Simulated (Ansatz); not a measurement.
Coupled-cluster diagnostics for the cluster HgF₂⁻, Ansatz.

Geometry of the doublet (PBE-D4/def2-TZVPD):

```
atom   x (Å)   y (Å)   z (Å)
 Hg1  -0.078  -0.136  -0.368
  F2   2.098   0.389  -0.370
  F3  -2.020  -0.253   0.738
```

In the def2 sets Hg takes a core potential; there is no spin–orbit coupling. Correlated methods freeze 2 core orbitals; core or outer-core shells of Hg are correlated, in sets that lack core-valence functions. In CCSD on the charge -1 quartet the largest single amplitude is 0.41, so its Hartree–Fock determinant may place the open shell otherwise than the density functionals do. The structure comes from a short search, and lower isomers may exist.

Geometry of the charge -1 quartet (PBE-D4/def2-TZVPD):

```xyz
3

Hg    0.7397   -0.7095    0.1893
F    -0.2240    0.8848    1.3222
F    -0.5157   -0.1754   -1.5115
```

Q: Estimate the CCSD(T) correlation energy, the shares of MP2 and (T), T1 and the reference's ⟨S²⟩ for: charge -1, doublet, own geometry in def2-TZVPPD; charge -1, quartet, own geometry in def2-TZVPPD; charge 0, singlet, vertical in def2-TZVPPD; and the rough time on 4 threads of Arm Neoverse V2 on a shared host.

A: 
| state | basis | correlation (eV) | MP2 share (%) | (T) share (%) | T1 | ⟨S²⟩ (pure) | wall time | remarks |
| --- | --- | --- | --- | --- | --- | --- | --- | --- |
| charge -1, doublet, own geometry | def2-TZVPPD | -32.072 | 100.3 | 3.4 | 0.026 | 0.77 (0.75) | 40 s | – |
| charge -1, quartet, own geometry | def2-TZVPPD | -29.963 | 99.5 | 3.0 | 0.073 | 3.76 (3.75) | 73 s | HOMO above zero, large T1 (0.073) |
| charge 0, singlet, vertical | def2-TZVPPD | -31.608 | 99.5 | 3.7 | 0.029 | 0.00 (0.00) | 9.5 s | large T1 (0.029) |
Customary marks for T1 are 0.02 (closed shells), 0.045 (open shells) and about 0.05 (3d metals). T1 exceeds 0.02 in 3 of 3 rows and 0.045 in 1; the higher it lies, the less the single-reference result can be trusted.
